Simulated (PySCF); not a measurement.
A series of related molecules.

All values: PBE0/def2-SVPD (PySCF) at PBE0-D3(BJ)/def2-SVP geometries, gas phase, one conformer each. Core orbitals are frozen in the response; Δα² is half the sum of the squared differences of the principal polarisabilities. Atoms past krypton carry effective core potentials. The calculation is non-relativistic apart from the core potentials, for selenium and bromine too.

(1) Rank by polarisability anisotropy Δα, highest first.
A. NbSe(CH2SiH3)3 (`[SiH3][CH2][Nb](=[Se])([CH2][SiH3])[CH2][SiH3]`)
B. NbSe(OMe)3 (`C[O][Nb](=[Se])([O]C)[O]C`)
C. NbSeBr3 (`[Se]=[Nb]([Br])([Br])[Br]`)
D. NbSeCl3 (`[Cl][Nb]([Cl])([Cl])=[Se]`)
E. NbSe(NH2)3 (`[NH2][Nb]([NH2])([NH2])=[Se]`)

(2) Rank by mean static polarisability, highest first.
A. `C[S][Nb](=[Se])([S]C)[S]C` (NbSe(SMe)3)
B. `[NH2][Nb]([NH2])([NH2])=[Se]` (NbSe(NH2)3)
C. `[SiH3][CH2][Nb](=[Se])([CH2][SiH3])[CH2][SiH3]` (NbSe(CH2SiH3)3)
D. `[Cl][Nb]([Cl])([Cl])=[Se]` (NbSeCl3)
E. `[Se]=[Nb]([Br])([Br])[Br]` (NbSeBr3)
F. `C[O][Nb](=[Se])([O]C)[O]C` (NbSe(OMe)3)

Answers

(1) E (4.72 Å³), A (3.87 Å³), D (3.56 Å³), C (2.02 Å³), B (0.35 Å³).

(2) C (29.27 Å³), A (27.46 Å³), E (20.58 Å³), F (19.00 Å³), D (16.70 Å³), B (15.37 Å³).

All values together:

```tsv
SMILES	formula	μ (D)	HOMO (eV)	LUMO (eV)	α (Å³)	Δα (Å³)	electrons	α per electron (Å³)	ΔSCF removal energy (eV)
[Cl][Nb]([Cl])([Cl])=[Se]	Cl3NbSe	0.22	-8.12	-3.55	16.70	3.56	126	0.133	–
C[S][Nb](=[Se])([S]C)[S]C	C3H9NbS3Se	1.10	-7.10	-2.71	27.46	3.42	150	0.183	–
[SiH3][CH2][Nb](=[Se])([CH2][SiH3])[CH2][SiH3]	C3H15NbSeSi3	3.66	-7.19	-2.31	29.27	3.87	150	0.195	–
[NH2][Nb]([NH2])([NH2])=[Se]	H6N3NbSe	4.41	-6.62	-1.42	15.37	4.72	102	0.151	8.45
C[O][Nb](=[Se])([O]C)[O]C	C3H9NbO3Se	2.30	-6.86	-1.41	19.00	0.35	126	0.151	–
[Se]=[Nb]([Br])([Br])[Br]	Br3NbSe	0.43	-7.93	-3.57	20.58	2.02	180	0.114	9.57
```

Conformers: `C[S][Nb](=[Se])([S]C)[S]C` (singlet state); `[SiH3][CH2][Nb](=[Se])([CH2][SiH3])[CH2][SiH3]` (singlet state); `[NH2][Nb]([NH2])([NH2])=[Se]` (singlet state); `C[O][Nb](=[Se])([O]C)[O]C` (singlet state).

A dash marks a removal energy that wasn't run or isn't settled.

How closely does the mean polarisability follow the number of electrons in this set?

The correlation coefficient is 0.56; α per electron runs from 0.114 to 0.195 Å³.
